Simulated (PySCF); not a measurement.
ORD: `P[Si@H]([C@H](CC)C)N`, C₄H₁₄NPSi

Cartesian coordinates in Å; atom numbers follow the order of the lines, from 1:
```xyz
21

C    -2.4687   -0.7849    0.6079
C    -1.0109   -0.7995    0.1610
C    -0.2704    0.5140    0.4269
C    -0.8067    1.6520   -0.4358
Si    1.6184    0.3014    0.1384
N     2.1170    0.1163   -1.5011
P     2.2580   -1.6211    1.1043
H    -3.0521   -0.0774    0.0236
H    -2.9114   -1.7708    0.4827
H    -2.5433   -0.5084    1.6579
H    -0.4943   -1.6064    0.6937
H    -0.9642   -1.0298   -0.9065
H    -0.4390    0.7834    1.4755
H    -0.7183    1.4021   -1.4914
H    -1.8536    1.8553   -0.2203
H    -0.2428    2.5643   -0.2558
H     2.3070    1.5116    0.6150
H     1.8130    0.7762   -2.1974
H     2.1957   -0.8062   -1.8975
H     3.5632   -1.2167    1.2911
H     1.8947   -1.2386    2.3819
```

Theory: TDDFT PBE0/def2-SVPD circular dichroism and optical rotation, one conformer, gas phase in PySCF. Geometry: GFN2-xTB.

The molecule is flexible and this is one conformer; a measurement averages over conformers. States above about 7.0 eV (minus the energy of the highest occupied orbital) lie near or above the ionisation threshold and depend on the basis.

Stereocentres: C3 S, Si5 R.

Question: Give the optical rotatory dispersion at 633, 589.3, 546, 436, 405, 365, 355 nm.

Answer: [α] in deg dm⁻¹ (g/mL)⁻¹:
```tsv
λ (nm)	origin-invariant length gauge	modified velocity gauge	length gauge (centre of mass)	isotropic polarisability (au)
633	-27.4	-15.8	-27.0	114.0
589.3	-31.6	-18.1	-31.2	114.5
546	-36.8	-20.8	-36.2	115.1
436	-57.3	-30.7	-56.4	117.7
405	-66.2	-34.5	-65.1	118.9
365	-81.1	-40.4	-79.8	121.0
355	-85.7	-42.0	-84.3	121.6
```

Question: And for the mirror image at 589.3 nm?

Answer: +31.6 deg dm⁻¹ (g/mL)⁻¹ (origin-invariant length gauge): the same size and the opposite sign.

Question: What is the molar rotation [Φ] = [α]·M/100 of the geometry above at 589.3 nm?

Answer: With M = 135.22 g/mol, -42.8 deg cm² dmol⁻¹ (origin-invariant length gauge).

The first excitation lies at 6.02 eV (206 nm) with R = -7.8 × 10⁻⁴⁰ esu² cm² (velocity form).
